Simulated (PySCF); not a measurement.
C₅H₁₄OP₂.
Structure used (PBE0-D3(BJ)/def2-SVP), in Å, numbered top down from 1:
```
atom  x, y, z in Å
C1     2.3705   -0.5333    0.9720
C2     1.8161   -0.4179   -0.4391
P3     0.2522    0.5073   -0.6329
C4     0.5443    2.1405    0.1133
O5    -0.2212    0.5650   -2.0608
P6    -1.2006   -0.4884    0.7286
C7    -1.4005   -1.9694   -0.3730
C8    -2.6417    0.5132    0.1230
H9     3.2838   -1.1476    0.9830
H10    2.6332    0.4504    1.3896
H11    1.6441   -0.9991    1.6557
H12    1.6197   -1.4082   -0.8826
H13    2.5256    0.0790   -1.1233
H14    0.7973    2.0631    1.1804
H15    1.3607    2.6393   -0.4310
H16   -0.3672    2.7437   -0.0027
H17   -0.5865   -2.6873   -0.1924
H18   -1.4037   -1.6722   -1.4339
H19   -2.3489   -2.4695   -0.1253
H20   -3.5710   -0.0197    0.3742
H21   -2.6655    1.4871    0.6344
H22   -2.5834    0.6686   -0.9659
```

All values: PBE0/pcSseg-1 (PySCF, non-relativistic), on one gas-phase PBE0-D3(BJ)/def2-SVP geometry that isn't relaxed in the solvent. The solvent is an IEF-PCM continuum (Bondi radii, 1.10 Å for H, scaled by 1.2). The model holds no explicit solvent molecules, cavitation or dispersion.

```tsv
run	E − E(gas) (kJ/mol)	HOMO (eV)	HOMO–LUMO gap (eV)	dipole (D)
gas	0.00	-6.62	7.17	2.79
P	-40.66	-6.75	7.34	3.84
Q	-29.51	-6.70	7.30	3.50
```

Task: The runs were made in chloroform and methanol. Which run belongs to which solvent?

Result: P = methanol, Q = chloroform. The dielectric constants are 4.711 (chloroform), 32.61 (methanol), and the energy falls further as ε rises. In this model the ground state sees the solvent through ε alone.

Task: How constant is the ratio of the lowering to (ε − 1)/(2ε + 1)?

Result: 
```
   solvent  (ε − 1)/(2ε + 1)  E − E(gas) (kJ/mol)  ratio (kJ/mol)  polarisation term (kJ/mol)
chloroform             0.356               -29.51           -82.9                      -32.93
  methanol             0.477               -40.66           -85.2                      -47.40
```

The ratio changes by +2.8 % in size from chloroform to methanol. The polarisation term is half the interaction of the solute with the induced surface charges.

The run took 71 s wall on one thread of an Intel Xeon Platinum 8259CL at 2.50 GHz, shared host with 32 logical CPUs at a one-minute load of 25, and the process peaked at 1.3 GiB of memory. This is the whole shielding run at PBE0/pcSseg-1 in methanol, SCF included.
